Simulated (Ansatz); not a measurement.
A nudged elastic band was laid between two geometries of FGeH$_{2}$N (5 atoms, charge 0, multiplicity 1).

These are results of Ansatz 0.2.0, RKS BLYP-D4/def2-SVP, not measurements.

| Item | Value |
| --- | --- |
| movable images | 7 |
| climbing image | from the first iteration |
| spring | 5.0 eV/Å² |
| optimiser | fire |
| start path | IDPP |
| force threshold | 0.03 eV/Å |
| iteration limit | 60 |
| end points | relaxed |

Image 0:

```xyz
5
Properties=species:S:1:pos:R:3
N -0.487 0.354 -0.206
Ge 0.447 -0.312 1.241
F 1.626 -1.225 0.240
H -1.303 0.971 -0.139
H -0.233 0.138 -1.177
```

Image 8:

```xyz
5
Properties=species:S:1:pos:R:3
N -0.487 0.354 -0.206
Ge 0.445 -0.313 1.241
F 1.628 -1.221 0.240
H -0.230 0.140 -1.177
H -1.305 0.968 -0.140
```

(1) What changes between the two ends?

(2) Give the energies along the band, and the barrier.

(3) What is the geometry of the highest image?

Results:

(1) No bond is made or broken. The dihedral H5–N1–Ge2–F3 goes from 0 to 180°. The two ends are copies of one structure, up to a mirror image or an exchange of like atoms.

(2) The run converged. The highest image is number 4 of 0 to 8, 63.3 kJ/mol above the ends, which have the same energy within 2 meV. Another band between the same ends (7 images) ends at a top of the same energy, where a vibrational analysis finds 1 clearly imaginary mode.

| image | path coordinate (Å) | energy (kJ/mol) | dihedral H5–N1–Ge2–F3 (°) |
| --- | --- | --- | --- |
| 0 | 0.00 | 0.0 | 0 |
| 1 | 0.36 | 8.8 | 8 |
| 2 | 0.72 | 30.3 | 20 |
| 3 | 1.08 | 53.0 | 37 |
| 4 | 1.44 | 63.3 | 60 |
| 5 | 1.81 | 53.0 | 87 |
| 6 | 2.17 | 30.3 | 116 |
| 7 | 2.53 | 8.9 | 147 |
| 8 | 2.89 | 0.0 | 180 |

(3) 
```xyz
5
Properties=species:S:1:pos:R:3
N -0.804 0.222 -0.187
Ge 0.231 -0.571 1.192
F 1.879 -0.585 0.463
H -0.481 1.173 -0.438
H -0.775 -0.313 -1.072
```

Run time: 5.5 min on 1 thread of Arm Neoverse V2 (shared host), peak memory 0.12 GiB.
